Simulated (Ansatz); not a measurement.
A nudged elastic band was laid between two geometries of BBrHS (4 atoms, charge 0, multiplicity 2).

Theory: Ansatz, UKS PBE-D4/def2-SVP.

```json
{
 "movable images": "7",
 "climbing image": "yes",
 "spring": "5.0 eV/Å²",
 "optimiser": "quadratic models (default)",
 "start path": "through a guess of the saddle point",
 "force threshold": "0.05 eV/Å",
 "iteration limit": "60",
 "end points": "relaxed"
}
```

Initial state:

```xyz
4
Properties=species:S:1:pos:R:3
S -0.711 0.262 -0.814
B 0.472 -0.102 0.464
Br 0.570 -1.752 1.392
H -0.276 1.532 -1.063
```

Final state:

```xyz
4
Properties=species:S:1:pos:R:3
S -0.776 0.448 -0.963
B -0.340 -0.877 0.116
Br 1.014 -1.027 1.427
H 0.158 1.395 -0.600
```

(1) What changes between the two ends?

(2) What energy profile does the band end with?

(3) What is the geometry of the highest image?

(4) What are the harmonic wavenumbers there?

## Answers

(1) No bond is made or broken. The dihedral H4–S1–B2–Br3 changes from -180 to 0° by way of a nearly straight angle S1–B2–Br3 (up to 172°), not by a turn about the bond.

(2) The forces met the threshold. The highest image is number 3 of 0 to 8, 0.51 eV above the first end and 0.49 eV above the last; the last end lies 0.02 eV above the first. A vibrational analysis at the climbing image gives one clearly imaginary mode, 349i cm⁻¹: a first-order saddle point.

| image | path coordinate (Å) | energy (eV) | angle S1–B2–Br3 (°) |
| --- | --- | --- | --- |
| 0 | 0.00 | 0.00 | 124 |
| 1 | 0.25 | 0.09 | 138 |
| 2 | 0.50 | 0.35 | 154 |
| 3 | 0.75 | 0.51 | 172 |
| 4 | 0.97 | 0.41 | 172 |
| 5 | 1.19 | 0.25 | 157 |
| 6 | 1.41 | 0.12 | 147 |
| 7 | 1.63 | 0.05 | 138 |
| 8 | 1.85 | 0.02 | 131 |

(3) 
```xyz
4
Properties=species:S:1:pos:R:3:forces:R:3
S -0.785 0.383 -0.880 0.01 -0.01 0.01
B 0.085 -0.475 0.308 0.00 -0.01 0.01
Br 0.864 -1.591 1.569 -0.01 0.01 -0.02
H -0.108 1.623 -1.017 0.00 0.00 0.00
```

(4) 349i, 262, 375, 782, 1196, 1990 cm⁻¹.

Time of the run: 91 s on 1 thread of Intel(R) Xeon(R) 6975P-C (Granite Rapids) (shared host), peak memory 0.15 GiB.
